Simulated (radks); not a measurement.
Ar IV, configuration [He] 2s2 2p4 3s2 3p3 4f2 (not the ground configuration). Calculated with a radial shooting solver on a logarithmic mesh with Libxc functionals: non-relativistic Kohn-Sham, PBE, spin-unpolarised, spherical densities, point nucleus.

Radial electron density D(r) = 4 pi r^2 rho(r):

| r (bohr) | D(r) (e/bohr) |
|---|---|
| 0.006225 | 1.517 |
| 0.008106 | 2.403 |
| 0.01056 | 3.731 |
| 0.01374 | 5.640 |
| 0.0179 | 8.235 |
| 0.0233 | 11.50 |
| 0.03059 | 15.26 |
| 0.03983 | 18.62 |
| 0.05186 | 20.65 |
| 0.06753 | 20.40 |
| 0.08794 | 17.79 |
| 0.1145 | 14.33 |
| 0.1503 | 12.66 |
| 0.1957 | 14.27 |
| 0.2548 | 16.93 |
| 0.3318 | 16.40 |
| 0.4321 | 11.43 |
| 0.5626 | 6.105 |
| 0.7385 | 4.669 |
| 0.9616 | 5.530 |
| 1.252 | 4.616 |
| 1.63 | 2.253 |
| 2.123 | 0.8639 |
| 2.787 | 0.6331 |
| 3.629 | 0.6003 |
| 4.725 | 0.3493 |
| 6.153 | 0.1002 |
| 8.012 | 0.01187 |
| 10.43 | 0.0004314 |

D(r) has 4 maxima, at r = 0.0575, 0.283, 1.00, 3.09 bohr, and minima at 0.150, 0.704, 2.72 bohr, inside which lie 2.22, 8.29, 13.51 electrons.
